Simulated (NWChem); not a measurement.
System: sulfur tetrafluoride (SF$_{4}$); SMILES FS(F)(F)F

```xyz
5

F      1.2205     0.0000     0.6180
S      0.0000     0.0000    -0.3866
F      0.0000    -1.6542    -0.2744
F      0.0000     1.6542    -0.2744
F     -1.2205     0.0000     0.6180
```
Atoms are numbered in this order, from 1.

The geometry was optimised at PBE0/def2-SVP.

Symmetry labels are those of C2v in the frame above (b1 and b2, or b-type labels, depend on it).

Problem. List the 4 lowest vertical singlet excitations from CAM-B3LYP/6-31+G* (spherical d), TDA (NWChem).

Solution. 
```json
[
 {"state": "S1", "energy (eV)": "6.61", "oscillator strength": "0.065", "symmetry": "b1", "leading excitation (squared amplitude)": "HOMO → LUMO (0.97)"},
 {"state": "S2", "energy (eV)": "7.98", "oscillator strength": "0.000", "symmetry": "a2", "leading excitation (squared amplitude)": "HOMO−2 → LUMO (0.99)"},
 {"state": "S3", "energy (eV)": "8.02", "oscillator strength": "0.010", "symmetry": "b2", "leading excitation (squared amplitude)": "HOMO−1 → LUMO (0.93)"},
 {"state": "S4", "energy (eV)": "8.02", "oscillator strength": "0.049", "symmetry": "a1", "leading excitation (squared amplitude)": "HOMO → LUMO+1 (0.91)"}
]
```
